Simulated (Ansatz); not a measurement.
hydrogen peroxide (H$_{2}$O$_{2}$), singlet, at a GFN2-xTB geometry. Base run: R2SCAN/def2-SV(P) in Ansatz (an electronic-structure program).

Input for Ansatz:
Ansatz 0.2 input:
```yaml
crystal:
  periodic: [false, false, false]
  atoms:
    - {symbol: O, position_ang: [-0.02311961, 0.70996455, -0.01256427]}
    - {symbol: O, position_ang: [0.02311961, -0.70996455, 0.01256427]}
    - {symbol: H, position_ang: [0.91389752, 0.94248526, -0.03262698]}
    - {symbol: H, position_ang: [-0.91389752, -0.94248526, 0.03262698]}
basis:
  gaussian:
    orbitals: def2-SV_P_.json
hamiltonian:
  xc: r2scan
```
The basis file holds def2-SV(P) in the JSON format of the Basis Set Exchange.

The base run was repeated with changes; each row names its change, and settings that it needs were set with it.

```csv
change,basis functions,E (Eh)
base,32,-151.32553
basis = pcseg-0,22,-151.00316
basis = 6-31G*,34,-151.45244
basis = def2-SVP,38,-151.34416
basis = 6-31G**,40,-151.46379
basis = 6-311G**,48,-151.51329
basis = def2-SVPD,62,-151.36395
basis = def2-TZVP,74,-151.53715
basis = pcseg-2,88,-151.53854
basis = def2-TZVPP,90,-151.54038
basis = cc-pVQZ,170,-151.54539
basis = def2-QZVP,174,-151.54912
basis = def2-QZVPP,174,-151.54912
```

Totals compare only among sets that treat the same electrons; sets with core potentials leave the core out.
